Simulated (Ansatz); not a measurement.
```yaml
crystal:
  periodic: [true, true, true]
  atoms:
    - {symbol: O, position_ang: [-1.076680, 1.423443, 0.418816]}
    - {symbol: Zr, position_ang: [0.060001, 0.067949, -0.306852]}
    - {symbol: O, position_ang: [1.713621, 0.019477, 0.651924]}
    - {symbol: O, position_ang: [-0.805069, -1.634120, -0.204553]}
    - {symbol: Cl, position_ang: [0.504834, 0.572772, -2.590487]}
    - {symbol: H, position_ang: [-1.795139, 1.911719, 0.808957]}
    - {symbol: H, position_ang: [2.436017, 0.179515, 1.251375]}
    - {symbol: H, position_ang: [-1.037575, -2.540756, -0.029201]}
basis:
  gaussian: {orbitals: def2-SVP}
hamiltonian: {xc: {name: rPW86-PBE}}
scf: {lower_state_search: off}
output: {forces: true}
```

```sh
$ ansatz run in.yaml --threads 4 --pin off --events-out ev --progress --plain --max-ram 10444MiB
```

It prints (some lines left out):

```
Error: YAML parse error: error: line 2 column 3: crystal: missing field `lattice` (a structure is typed as `lattice` and `atoms`, a molecule's as `atoms` in Å alone, or read from a run's directory, `checkpoint`)
 --> <input>:2:3
1 | crystal:
2 |   periodic: [true, true, true]
3 |   atoms:
4 |     - {symbol: O, position_ang: [-1.076680, 1.423443, 0.418816]}
```

In this input the molecule is marked periodic without a cell. The program refused the input.
